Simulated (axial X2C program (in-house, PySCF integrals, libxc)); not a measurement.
## Nuclear properties of InOs

Computed with an in-house all-electron X2C program for linear molecules (integrals from PySCF): two-component X2C with atomic mean-field Coulomb and Gaunt terms, Gaussian nuclei, basis Os dyall-cv3z, In dyall-cv3z with contracted cores.

R = 2.634 Å (near the PBE0 minimum at charge 0 of the determinant lowest at the starting distance; the state shown can have its own minimum elsewhere).

Determinant lowest in the PBE0 search, Ω = 3/2 (⟨Sz⟩ = 1.37, ⟨Lz⟩ = 0.13 at PBE0), spin on the atoms Os 1.50, In -0.13:

```tsv
level	Eeff magnitude (GV/cm)	Ws magnitude Os (kHz)	A∥/gI Os (MHz)	qzz Os (a.u.)	A∥/gI In (MHz)	qzz In (a.u.)	μ (D)
PBE0	13.7	10.1	1190	-4.85	52.7	-3.75	0.54
HF	81.5	58.9	1980	-5.95	216	-4.52	0.02
B3LYP	5.31	4.41	805	-4.27	37.7	-3.48	1.00
BHandHLYP	11.2	8.91	869	-3.78	31.2	-4.16	0.63
PBE50	26.1	19.1	1460	-4.66	69.8	-4.36	0.11
```

Eeff is the effective electric field on the electron electric dipole moment in this Ω state and Ws the scalar–pseudoscalar constant of the nucleus named (defined with the proton number Z and per Ω); A∥ (defined per Ω) follows by multiplying with gI = μI/(I μN); qzz is the electric field gradient, eQq0 = 234.96 MHz × Q/barn × qzz; μ is positive if the In end (last atom) is positive. The operators were transformed with the bare-nucleus X2C matrices; with these basis sets, hyperfine constants and field gradients can be off by tens of per cent, and where levels differ in sign neither size nor sign is settled.

(1) With Q(189Os) = 0.856 barn, Q(115In) = 0.772 barn (Q from Pyykkö, Mol. Phys. 2018), turn the PBE0 values of the first state into constants in MHz.

Each state is one determinant with collinear spin, which with several unpaired electrons need not be a pure state. Unrestricted Hartree–Fock can overshoot spin polarisation at the nuclei. This is the top spin component of a Σ state; components of lower Ω are not single determinants and can lie lower. With several open shells hyperfine constants can be off by a factor of several. Where Eeff spreads by more than a factor of two the levels disagree and none is to be relied on. States lie within half an eV, so the first need not be the ground state. Further determinants of the search, some of them spin-mixed, are not shown. Where a field gradient or hyperfine factor spreads by more than a factor of two over the levels, a constant derived from it is not to be relied on.

Results:

(1) eQq0(189Os) = 234.96 × (0.856) × (-4.85) = -975 MHz; eQq0(115In) = 234.96 × (0.772) × (-3.75) = -680 MHz.
